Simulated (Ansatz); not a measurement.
The same molecule with X = F, Cl, Br, I. Ansatz, PBE0-D4/def2-TZVP geometries, multiplicity 1. Each molecule was computed in one conformer, which needn't be the lowest.

Elements past krypton have def2 core potentials. Scalar relativity is left out up to krypton.

```tsv
X	molecule	mean X–Zr bond length / Å	zero-point energy (PBE0-D4/def2-TZVP) / kJ/mol	HOMO–LUMO gap (PBE0/def2-TZVPP) / eV	LUMO energy (PBE/def2-TZVPP) / eV
F	`[OH][Zr]([OH])([OH])[F]`	1.921	101.2	8.72	-0.88
Cl	`[OH][Zr]([OH])([OH])[Cl]`	2.381	99.5	8.32	-1.04
I	`[OH][Zr]([OH])([OH])[I]`	2.764	98.6	6.69	-1.37
```

Q: Give the row for X = Br, `[OH][Zr]([OH])([OH])[Br]`. (Estimate.)

A: Ansatz gave: 
| X | molecule | mean X–Zr bond length / Å | zero-point energy (PBE0-D4/def2-TZVP) / kJ/mol | HOMO–LUMO gap (PBE0/def2-TZVPP) / eV | LUMO energy (PBE/def2-TZVPP) / eV |
| --- | --- | --- | --- | --- | --- |
| Br | `[OH][Zr]([OH])([OH])[Br]` | 2.543 | 98.9 | 7.66 | -1.19 |

From F to I the mean X–Zr bond length rises at each step, by 0.843 Å in all; the zero-point energy (PBE0-D4/def2-TZVP) falls at each step, by 2.6 kJ/mol in all; the HOMO–LUMO gap (PBE0/def2-TZVPP) falls at each step, by 2.03 eV in all; the LUMO energy (PBE/def2-TZVPP) falls at each step, by 0.49 eV in all. Bonds lengthen as the atom grows down the group.

Spin–orbit coupling is left out; it splits and shifts lone-pair levels of the heavy atoms by tenths of an eV.
